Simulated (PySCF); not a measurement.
Isomers of C5H10O2SSi, mass 162.017 u with the commonest isotopes. Method used: PBE0/pcSseg-1 in PySCF (dipole) on a GFN2-xTB geometry, gas phase. One conformer each, none proved a minimum here; rigid rotors.

**Question.** Order these by dipole moment, smallest first.
A. `[CH2:1]=[C:2]1[C@@H:3]([OH:4])[C@H:5]([SiH3:6])[CH2:7][S@:8]1=[O:9]` with C2–C3–O4–H 59°, C1–C2–C3–O4 30°, C2–C3–C5–Si6 169°, C3–C5–C7–S8 -49°, C5–C7–S8–O9 -72°
B. `[CH:1]#[C:2][Si@@H:3]([O:4][CH3:5])[O:6][CH2:7][CH2:8][SH:9]` with C2–Si3–O4–C5 -59°, C2–Si3–O6–C7 -64°, Si3–O6–C7–C8 174°, O6–C7–C8–S9 -65°, C7–C8–S9–H 50°
C. `[CH3:1][CH2:2][Si:3]1([O:4][CH:5]=[O:6])[CH2:7][S:8][CH2:9]1` with C1–C2–Si3–O4 48°, C2–Si3–O4–C5 45°, Si3–O4–C5–O6 2°, C2–Si3–C7–S8 109°, Si3–C7–S8–C9 10°, C7–S8–C9–Si3 -10°, C2–Si3–C9–S8 -108°
D. `[CH3:1][O:2][C@@H:3]([SiH2:4][CH:5]=[C:6]=[O:7])[S:8][CH3:9]` with C1–O2–C3–Si4 162°, O2–C3–Si4–C5 -67°, C3–Si4–C5–C6 8°, O2–C3–S8–C9 -57°

**Answer.** D (1.09 D), C (1.70 D), A (2.21 D), B (3.22 D).

**Question.** Order these by radius of gyration √(Σ m r²/M), smallest first.
A. `[CH2:1]=[C:2]1[C@@H:3]([OH:4])[C@H:5]([SiH3:6])[CH2:7][S@:8]1=[O:9]` with C2–C3–O4–H 59°, C1–C2–C3–O4 30°, C2–C3–C5–Si6 169°, C3–C5–C7–S8 -49°, C5–C7–S8–O9 -72°
B. `[CH:1]#[C:2][Si@@H:3]([O:4][CH3:5])[O:6][CH2:7][CH2:8][SH:9]` with C2–Si3–O4–C5 -59°, C2–Si3–O6–C7 -64°, Si3–O6–C7–C8 174°, O6–C7–C8–S9 -65°, C7–C8–S9–H 50°
C. `[CH3:1][CH2:2][Si:3]1([O:4][CH:5]=[O:6])[CH2:7][S:8][CH2:9]1` with C1–C2–Si3–O4 48°, C2–Si3–O4–C5 45°, Si3–O4–C5–O6 2°, C2–Si3–C7–S8 109°, Si3–C7–S8–C9 10°, C7–S8–C9–Si3 -10°, C2–Si3–C9–S8 -108°
D. `[CH3:1][O:2][C@@H:3]([SiH2:4][CH:5]=[C:6]=[O:7])[S:8][CH3:9]` with C1–O2–C3–Si4 162°, O2–C3–Si4–C5 -67°, C3–Si4–C5–C6 8°, O2–C3–S8–C9 -57°
E. `[CH2:1]=[C:2]1[C@@H:3]([O:4][CH3:5])[CH2:6][S:7][Si@@H:8]1[OH:9]` with C2–C3–O4–C5 -71°, S7–Si8–O9–H -35°, C1–C2–C3–O4 116°, C2–C3–C6–S7 -43°, C3–C6–S7–Si8 13°, C6–S7–Si8–O9 134°

**Answer.** E (2.091 Å), A (2.202 Å), C (2.246 Å), D (2.325 Å), B (2.604 Å).

**Question.** Order these by rotational constant B, largest first.
A. `[CH2:1]=[C:2]1[C@@H:3]([O:4][CH3:5])[CH2:6][S:7][Si@@H:8]1[OH:9]` with C2–C3–O4–C5 -71°, S7–Si8–O9–H -35°, C1–C2–C3–O4 116°, C2–C3–C6–S7 -43°, C3–C6–S7–Si8 13°, C6–S7–Si8–O9 134°
B. `[CH3:1][CH2:2][Si:3]1([O:4][CH:5]=[O:6])[CH2:7][S:8][CH2:9]1` with C1–C2–Si3–O4 48°, C2–Si3–O4–C5 45°, Si3–O4–C5–O6 2°, C2–Si3–C7–S8 109°, Si3–C7–S8–C9 10°, C7–S8–C9–Si3 -10°, C2–Si3–C9–S8 -108°
C. `[CH:1]#[C:2][Si@@H:3]([O:4][CH3:5])[O:6][CH2:7][CH2:8][SH:9]` with C2–Si3–O4–C5 -59°, C2–Si3–O6–C7 -64°, Si3–O6–C7–C8 174°, O6–C7–C8–S9 -65°, C7–C8–S9–H 50°
D. `[CH3:1][O:2][C@@H:3]([SiH2:4][CH:5]=[C:6]=[O:7])[S:8][CH3:9]` with C1–O2–C3–Si4 162°, O2–C3–Si4–C5 -67°, C3–Si4–C5–C6 8°, O2–C3–S8–C9 -57°
E. `[CH2:1]=[C:2]1[C@@H:3]([OH:4])[C@H:5]([SiH3:6])[CH2:7][S@:8]1=[O:9]` with C2–C3–O4–H 59°, C1–C2–C3–O4 30°, C2–C3–C5–Si6 169°, C3–C5–C7–S8 -49°, C5–C7–S8–O9 -72°

**Answer.** A (1060 MHz), E (924.7 MHz), B (813.3 MHz), D (780.8 MHz), C (573.3 MHz).

```json
{"SMILES": "C=C1[C@@H](O)[C@H]([SiH3])C[S@]1=O", "point group": "C1", "Ia (u·Å²)": "281.96", "Ib (u·Å²)": "546.52", "Ic (u·Å²)": "742.74", "κ": "-0.56", "μa (D)": "1.28", "μb (D)": "0.65", "μc (D)": "1.68"}
{"SMILES": "CC[Si]1(OC=O)CSC1", "point group": "C1", "Ia (u·Å²)": "273.30", "Ib (u·Å²)": "621.41", "Ic (u·Å²)": "740.43", "κ": "-0.78", "μa (D)": "1.16", "μb (D)": "0.68", "μc (D)": "1.03"}
{"SMILES": "CO[C@@H]([SiH2]C=C=O)SC", "point group": "C1", "Ia (u·Å²)": "278.16", "Ib (u·Å²)": "647.28", "Ic (u·Å²)": "826.56", "κ": "-0.72", "μa (D)": "0.12", "μb (D)": "0.73", "μc (D)": "0.81"}
{"SMILES": "C#C[Si@@H](OC)OCCS", "point group": "C1", "Ia (u·Å²)": "260.47", "Ib (u·Å²)": "881.45", "Ic (u·Å²)": "1055.23", "κ": "-0.87", "μa (D)": "3.00", "μb (D)": "0.30", "μc (D)": "1.13"}
{"SMILES": "C=C1[C@@H](OC)CS[Si@@H]1O", "point group": "C1", "Ia (u·Å²)": "325.19", "Ib (u·Å²)": "476.62", "Ic (u·Å²)": "615.17", "κ": "-0.35", "μa (D)": "1.74", "μb (D)": "1.75", "μc (D)": "2.24"}
```
